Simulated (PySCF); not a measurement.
Compound: GaH₅OSi.
Numbering: `[SiH3:1][O:2][GaH2:3]` (hydrogens: H4, H5, H6 on Si1; H7, H8 on Ga3)

Structure used (PBE0-D3(BJ)/def2-SVP), in Å, numbered top down from 1:
```xyz
8
GaH5OSi angstrom
Si     1.4457   -0.3741    0.3248
O     -0.0027   -0.4008   -0.4704
Ga    -1.5803    0.4369   -0.5297
H      2.5653   -0.4875   -0.6580
H      1.6224    0.8991    1.0974
H      1.5357   -1.5182    1.2840
H     -2.5340   -0.0889   -1.6435
H     -1.7931    1.5712    0.5255
```

Level of theory: PySCF, PBE0-D3(BJ)/def2-SVP geometry optimisation, gas phase.

Take the most abundant isotopes and a rigid rotor. The values belong to one conformer with, in the numbering `[SiH3:1][O:2][GaH2:3]`, Si1–O2–Ga3–H 177° and -3°.

(1) Give the principal moments of inertia and the rotational constants in cm⁻¹.

(2) What kind of rotor is it?

(3) Is it planar, by Δ = Ic − Ia − Ib?

(4) Which types of transition are allowed, and where do some lines up to J = 3 fall?

Answers

(1) Ia = 13.96, Ib = 248.89, Ic = 256.90 u·Å²; 505379 MHz·u·Å²/I gives 36209, 2031 and 1967 MHz, that is A = 1.20780, B = 0.06773, C = 0.06562 cm⁻¹.

(2) A near-prolate asymmetric top: κ = (2 × 2031 − 36209 − 1967)/(36209 − 1967) = -1.00.

(3) Not planar: Δ = Ic − Ia − Ib = -5.95 u·Å². For a rigid frame Δ = −2 Σ m c², so Σ m c² = 2.98 u·Å² lies off the ab plane, practically all of it from hydrogen. The atom farthest from that plane is 1.35 Å away.

(4) The dipole components are |μa| = 1.19 D, |μb| = 0.59 D, |μc| = 0.02 D. Intensities carry the squares of the components, which stand as 1.00 : 0.25 : 0.00 (a : b : c). Some lines, for components of 0.1 D or more:

| type | branch | J(Ka,Kc) | MHz | lower level (cm⁻¹) |
| --- | --- | --- | --- | --- |
| a | R | 1(0,1) ← 0(0,0) | 3998 | 0.000 |
| a | R | 2(1,2) ← 1(1,1) | 7932 | 1.273 |
| a | R | 2(0,2) ← 1(0,1) | 7995 | 0.133 |
| a | R | 2(1,1) ← 1(1,0) | 8059 | 1.276 |
| a | R | 3(1,3) ← 2(1,2) | 11898 | 1.538 |
| a | R | 3(0,3) ← 2(0,2) | 11993 | 0.400 |
| a | R | 3(2,2) ← 2(2,1) | 11993 | 4.965 |
| a | R | 3(2,1) ← 2(2,0) | 11994 | 4.965 |
| b | Q | 2(1,1) ← 2(0,2) | 34305 | 0.400 |
| b | R | 1(1,1) ← 0(0,0) | 38176 | 0.000 |
| b | Q | 2(2,1) ← 2(1,2) | 102725 | 1.538 |
| b | R | 3(3,1) ← 2(2,0) | 183044 | 4.965 |

Stationary, but not proved a minimum. Zero-point vibration and centrifugal distortion are left out. A rigid rotor knows nothing of internal rotation, which can split or shift real lines. Quadrupole hyperfine structure (69Ga) is left out.

On one thread of an Intel Xeon 6975P-C, no GPU, shared host, this took 26 s and 0.37 GiB of memory at its peak. That covers the optimisation of the geometry.
